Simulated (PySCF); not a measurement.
## Correlation energy of Cd⁺ (cadmium, charge +1)

Starting occupation: [Kr] 4d10 5d1, 5d5/2 with m_j = +5/2. Calculation: PySCF 2.14, in x2c-TZVPall-2c with one added diffuse shell each of s, p, d type (9s10p8d1f, 86 functions); X2C-1e with screened-nucleus spin-orbit coupling, Gaussian nucleus. Frozen: [Ar] 3d10; 19 electrons correlated; the 6 highest virtual spinors left out.

MP2 pair energies summed by pair of shells (mhartree):

| pair | energy | share (%) |
| --- | --- | --- |
| 4d3/2-4d5/2 | -132.64 | 27.5 |
| 4d5/2-4d5/2 | -96.49 | 20.0 |
| 4d5/2-4p3/2 | -46.90 | 9.7 |
| 4d3/2-4d3/2 | -42.87 | 8.9 |
| 4d3/2-4p3/2 | -32.02 | 6.6 |
| 4d5/2-4p1/2 | -23.52 | 4.9 |
| 4p3/2-4p3/2 | -17.92 | 3.7 |
| 4d5/2-4s1/2 | -17.19 | 3.6 |
| 4p1/2-4p3/2 | -17.18 | 3.6 |
| 4d3/2-4p1/2 | -15.53 | 3.2 |
| 4p3/2-4s1/2 | -11.56 | 2.4 |
| 4d3/2-4s1/2 | -11.55 | 2.4 |
| 4p1/2-4s1/2 | -5.83 | 1.2 |
| 4p1/2-4p1/2 | -4.63 | 1.0 |
| 4s1/2-4s1/2 | -3.26 | 0.7 |
| 4d5/2-5d5/2 | -1.49 | 0.3 |
| 4d3/2-5d5/2 | -0.94 | 0.2 |
| 4p3/2-5d5/2 | -0.18 | 0.0 |
| 4p1/2-5d5/2 | -0.09 | 0.0 |
| 4s1/2-5d5/2 | -0.05 | 0.0 |

Total MP2 correlation energy: -481.87 mhartree.

This basis was not built for core-valence correlation, so the inner-shell part is incomplete.
